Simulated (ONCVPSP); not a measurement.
**Pseudopotential generation for dysprosium (Dy): ONCV, Wu-Cohen, scalar-relativistic.**

ONCVPSP 4.0.1 was run on this input:

```
# ATOM AND REFERENCE CONFIGURATION
# atsym  z   nc   nv     iexc    psfile
  Dy 66.00   12    2  -118130      upf
#
#   n    l    f
    1    0    2.00
    2    0    2.00
    2    1    6.00
    3    0    2.00
    3    1    6.00
    3    2   10.00
    4    0    2.00
    4    1    6.00
    4    2   10.00
    4    3    9.00
    5    0    2.00
    5    1    6.00
    5    2    1.00
    6    0    2.00
#
# PSEUDOPOTENTIAL AND OPTIMIZATION
# lmax
    2
#
#   l,   rc,      ep,       ncon, nbas, qcut
    0    3.60    0.00    5    9    1.50
    1    3.50    0.08    4    7    2.60
    2    3.40    0.00    5   10    4.30
#
# LOCAL POTENTIAL
# lloc, lpopt,  rc(5),   dvloc0
    4    5    2.15    0.00
#
# VANDERBILT-KLEINMAN-BYLANDER PROJECTORs
# l, nproj, debl
    0    1    1.00
    1    2    3.00
    2    1    1.90
#
# MODEL CORE CHARGE
# icmod, fcfact, rcfact
    3    6.00    1.75
#
# LOG DERIVATIVE ANALYSIS
# epsh1, epsh2, depsh
   -2.00    5.00    0.02
#
# OUTPUT GRID
# rlmax, drl
    6.00    0.01
#
# TEST CONFIGURATIONS
# ncnf
    4
# nvcnf
#   n    l    f
    2
    5    2    1.00
    6    0    1.00
#
    2
    5    2    1.00
    6    0    0.00
#
    2
    5    2    1.00
    6    0    1.50
#
    2
    5    2    0.00
    6    0    2.00
#
```

Command:

```bash
oncvpsp.x < Dy.dat > Dy.out
```

Resulting log (shortened: citation, most of the input echo, consistency checks and plot data are left out):

```
ONCVPSP  (Optimized Norm-Conservinng Vanderbilt PSeudopotential)
scalar-relativistic version 4.0.1

#   n    l    f        energy (Ha)
    1    0    2.00    -1.9721172E+03
    2    0    2.00    -3.2861477E+02
    2    1    6.00    -2.9162342E+02
    3    0    2.00    -7.3368015E+01
    3    1    6.00    -6.2013322E+01
    3    2   10.00    -4.7403854E+01
    4    0    2.00    -1.4721421E+01
    4    1    6.00    -1.0978209E+01
    4    2   10.00    -5.8797744E+00
    4    3    9.00    -3.3796266E-01
    5    0    2.00    -1.9414905E+00
    5    1    6.00    -1.0475166E+00
    5    2    1.00    -8.5753425E-02
    6    0    2.00    -1.5780286E-01

Reference configufation results
  iterations    35
  all-electron total energy (Ha)   -1.21561001D+04

Begin loop to  construct optimized pseudo wave functions
and semi-local pseudopoentials for all angular momenta

Calculating optimized projector #   1

 for l=   0

    Fraction of norm inside rc  0.479712
    Optimizing pswf for qcut=   1.50 a_B^-1,  ecut=   1.13 Ha
    Residual kinetic energy error=  7.16D-03 Ha

    Energy error per electron        Cutoff
         Ha          eV             Ha
         0.01000     0.27211        0.92
         0.00100     0.02721        6.33
         0.00010     0.00272       15.30
         0.00001     0.00027       17.83

WARNING wellstate: moderately localized bound state found for n= 6 l=  1
WARNING scattering state with energy  0.05000000
WARNING will be used for the first projector

   Wellstate for l =  1  n =  7
     eigenvalue =   0.0500
     asymptotic potential =   0.5500
     half-point radius = 26.0468

   Wellstate for l =  1  n = 10
     eigenvalue =   3.0500
     asymptotic potential =   3.5500
     half-point radius =  6.4188

Calculating optimized projector #   1

 for l=   1

    Fraction of norm inside rc  0.064456
    Optimizing pswf for qcut=   2.60 a_B^-1,  ecut=   3.38 Ha
    Residual kinetic energy error=  6.19D-06 Ha

    Energy error per electron        Cutoff
         Ha          eV             Ha
         0.01000     0.27211        0.29
         0.00100     0.02721        1.16
         0.00010     0.00272        1.94
         0.00001     0.00027        2.91

Calculating optimized projector #   2

 for l=   1

    Fraction of norm inside rc  0.170880
    Optimizing pswf for qcut=   2.60 a_B^-1,  ecut=   3.38 Ha
    Residual kinetic energy error=  1.85D-01 Ha

    Energy error per electron        Cutoff
         Ha          eV             Ha
         0.01000     0.27211        9.76
         0.00100     0.02721       15.36
         0.00010     0.00272       17.38
         0.00001     0.00027       22.27

Calculating optimized projector #   1

 for l=   2

    Fraction of norm inside rc  0.726500
    Optimizing pswf for qcut=   4.30 a_B^-1,  ecut=   9.25 Ha
    Residual kinetic energy error=  6.19D-06 Ha

    Energy error per electron        Cutoff
         Ha          eV             Ha
         0.01000     0.27211        5.11
         0.00100     0.02721        6.68
         0.00010     0.00272        7.99
         0.00001     0.00027        9.51

Construct Vanderbilt / Kleinmman-Bylander projectors

B matrix Hermiticity error, ll=   1
   1   2    2.7915E-05

  Orthonormal projector coefficients  3.9736E+00  5.6674E-01

Model core correction analysis
  based on d2Exc/dn_idn_j

d2excae - all-electron derivatives

   -1.799946D-02   -1.675359D-02
   -1.674542D-02   -2.616966D-02

d2excps - pseudofunction derivatives with no core correction

   -4.627847D-02   -2.395012D-02
   -2.395928D-02   -2.666927D-02

rms 2nd derivative error    1.503148E-02

rmatch, rhocmatch    2.5735    0.1259

Teter function model core charge with specified parameters

d2excps - pseudofunction derivatives with core correction

   -1.980902D-02   -1.199432D-02
   -1.199420D-02   -1.568007D-02

rms 2nd derivative error    6.295449E-03

Pseudoatom total energy   -1.497899

Diagnostic tests using Vanderbilt-Kleinman-Bylander pseudopotentials
  1 or more projectors used as specified by nproj input data

   l    rcore       rmatch      e in        delta e   norm test  slope test

   0   3.6191945   3.7290811  -0.1578029  -0.0000002   0.9999999   1.0000043

   1   3.5125460   3.6191945   0.0500000   0.0000005   1.0000151   1.0000151
   1   3.5125460   3.6191945   3.0500000   0.0000102   1.0000429   1.0000429

   2   3.4090401   3.5125460  -0.0857534  -0.0000001   0.9999999   1.0000018

 Testing for bound ghosts
   n   l    E NL Schr. Eq   E Basis Diag.   E Cutoff

       0                       -1.097049     19.93  WARNING - GHOST(-)
   1   0       -0.157803       -0.157492     19.93

   2   1       -0.047813       -0.042077     17.86

   3   2       -0.085753       -0.085393     38.14

 Testing for highly-localized positive-energy ghosts
       l    <radius>/rc     E Basis Diag.   E Cutoff

       1        0.623838        2.494472     17.86  WARNING - GHOST(+)

Test configuration 0

   n   l     f        eae           eps        diff
   1   0  2.0000-1972.11718700
   2   0  2.0000 -328.61477454
   2   1  6.0000 -291.62341944
   3   0  2.0000  -73.36801482
   3   1  6.0000  -62.01332209
   3   2 10.0000  -47.40385351
   4   0  2.0000  -14.72142127
   4   1  6.0000  -10.97820903
   4   2 10.0000   -5.87977437
   4   3  9.0000   -0.33796266
   5   0  2.0000   -1.94149055
   5   1  6.0000   -1.04751663
   5   2  1.0000   -0.08575342   -0.08575349   -7.00D-08
   6   0  2.0000   -0.15780286   -0.15780309   -2.30D-07

    Total energies and differences
      AE_ref= -1.21561001D+04  AE_tst= -1.21561001D+04  dif=  0.00D+00
      PS_ref= -1.49789862D+00  PS_tst= -1.49789862D+00  dif= -1.11D-15
      PSP excitation error=  1.11D-15

Test configuration 1

   n   l     f        eae           eps        diff
   1   0  2.0000-1972.35696302
   2   0  2.0000 -328.85334048
   2   1  6.0000 -291.86205751
   3   0  2.0000  -73.60623174
   3   1  6.0000  -62.25154739
   3   2 10.0000  -47.64206529
   4   0  2.0000  -14.95973452
   4   1  6.0000  -11.21654358
   4   2 10.0000   -6.11809196
   4   3  9.0000   -0.57617326
   5   0  2.0000   -2.18003749
   5   1  6.0000   -1.28586114
   5   2  1.0000   -0.30498784   -0.31450997   -9.52D-03
   6   0  1.0000   -0.35031167   -0.36515725   -1.48D-02

    Total energies and differences
      AE_ref= -1.21561001D+04  AE_tst= -1.21558477D+04  dif=  2.52D-01
      PS_ref= -1.49789862D+00  PS_tst= -1.23908903D+00  dif=  2.59D-01
      PSP excitation error= -6.35D-03

Test configuration 2

   n   l     f        eae           eps        diff
   1   0  2.0000-1972.63829391
   2   0  2.0000 -329.13285166
   2   1  6.0000 -292.14169109
   3   0  2.0000  -73.88480181
   3   1  6.0000  -62.53013545
   3   2 10.0000  -47.92069247
   4   0  2.0000  -15.23855612
   4   1  6.0000  -11.49544595
   4   2 10.0000   -6.39704728
   4   3  9.0000   -0.85485596
   5   0  2.0000   -2.45938696
   5   1  6.0000   -1.56348677
   5   2  1.0000   -0.55578707   -0.58057952   -2.48D-02

    Total energies and differences
      AE_ref= -1.21561001D+04  AE_tst= -1.21553952D+04  dif=  7.05D-01
      PS_ref= -1.49789862D+00  PS_tst= -7.58290771D-01  dif=  7.40D-01
      PSP excitation error= -3.46D-02

Test configuration 3

   n   l     f        eae           eps        diff
   1   0  2.0000-1972.23126916
   2   0  2.0000 -328.72832543
   2   1  6.0000 -291.73700010
   3   0  2.0000  -73.48145855
   3   1  6.0000  -62.12676888
   3   2 10.0000  -47.51728788
   4   0  2.0000  -14.83490126
   4   1  6.0000  -11.09169390
   4   2 10.0000   -5.99324474
   4   3  9.0000   -0.45139722
   5   0  2.0000   -2.05506276
   5   1  6.0000   -1.16110569
   5   2  1.0000   -0.19088778   -0.19486061   -3.97D-03
   6   0  1.5000   -0.25176953   -0.25748461   -5.72D-03

    Total energies and differences
      AE_ref= -1.21561001D+04  AE_tst= -1.21559980D+04  dif=  1.02D-01
      PS_ref= -1.49789862D+00  PS_tst= -1.39444412D+00  dif=  1.03D-01
      PSP excitation error= -1.34D-03

Test configuration 4

   n   l     f        eae           eps        diff
   1   0  2.0000-1972.43909253
   2   0  2.0000 -328.93892017
   2   1  6.0000 -291.94756557
   3   0  2.0000  -73.68969884
   3   1  6.0000  -62.33503477
   3   2 10.0000  -47.72602452
   4   0  2.0000  -15.04365072
   4   1  6.0000  -11.30075905
   4   2 10.0000   -6.20291781
   4   3  9.0000   -0.66082608
   5   0  2.0000   -2.26523860
   5   1  6.0000   -1.36495211
   6   0  2.0000   -0.38579983   -0.39293137   -7.13D-03

    Total energies and differences
      AE_ref= -1.21561001D+04  AE_tst= -1.21558839D+04  dif=  2.16D-01
      PS_ref= -1.49789862D+00  PS_tst= -1.27855811D+00  dif=  2.19D-01
      PSP excitation error= -3.09D-03
```

Note: ghosts flagged at negative energy: s at -29.9 eV; GHOST(+) flagged for p at 67.9 eV. A true bound ghost makes a file unfit for plane-wave use.

The run took about 4.7 s on one core of a shared server CPU.
